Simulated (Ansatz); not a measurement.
```yaml
crystal:
  periodic: [false, false, false]
  atoms:
    - {symbol: O, position_ang: [0.376495, -0.787162, 0.846016]}
    - {symbol: Sb, position_ang: [0.012647, 0.161129, -0.846505]}
    - {symbol: H, position_ang: [0.890133, -1.578498, 0.668249]}
    - {symbol: H, position_ang: [-1.642159, 0.427258, -0.491511]}
    - {symbol: H, position_ang: [0.412884, 1.703673, -0.217650]}
basis:
  gaussian: {orbitals: def2-mTZVP}
total_charge: 4
hamiltonian: {xc: {name: PBE0}, dispersion: d3bj}
output: {forces: true}
```

```sh
$ ansatz run in.yaml --threads 2 --pin off --events-out ev --progress --plain --max-ram 4352MiB
```

It prints (some lines left out):

```
Functional definition: PBE0
733 factors; integrals over basis functions are off by at most 1.1e-3 eV
mean field evaluation 1: about -8470.8810 eV, gradient 2.0e2 eV
mean field evaluation 2: about -8139.7971 eV, gradient 2.0e2 eV
mean field evaluation 4: about -8474.0567 eV, gradient 1.8e2 eV
mean field evaluation 8: about -8545.0060 eV, gradient 1.6e1 eV
mean field evaluation 16: about -8545.6310 eV, gradient 7.0e-4 eV
mean field -8545.63102518 eV, -314.0461477386 hartree, gradient 2.7e-5 eV, S^2 0.000000; 0 other end points of the search recorded, 0 dependent functions left out
reference -8545.63104141 eV, -314.0461483349 hartree; 15, 15 occupied and 54, 54 virtual orbitals, 733 factors
Total energy: -8545.69024254 eV, -314.0483239363 hartree
Atom 0 at     0.376495    -0.787162     0.846016 Å, force    -1.553984     2.704630    -0.942899 eV/Å
Atom 1 at     0.012647     0.161129    -0.846505 Å, force     2.151774    -3.043544    -1.945248 eV/Å
Atom 2 at     0.890133    -1.578498     0.668249 Å, force     2.575021    -4.417751     1.240174 eV/Å
Atom 3 at    -1.642159     0.427258    -0.491511 Å, force    -4.859756     0.344729     0.388659 eV/Å
Atom 4 at     0.412884     1.703673    -0.217650 Å, force     1.686946     4.411936     1.259314 eV/Å
Dipole moment:    -0.098290     0.086974     0.326824 e Å
```

(1) Something in this input is off. What?

Answers

(1) The charge is far from anything that the molecule holds. The run converged. The result belongs to that input, not to the molecule as meant.
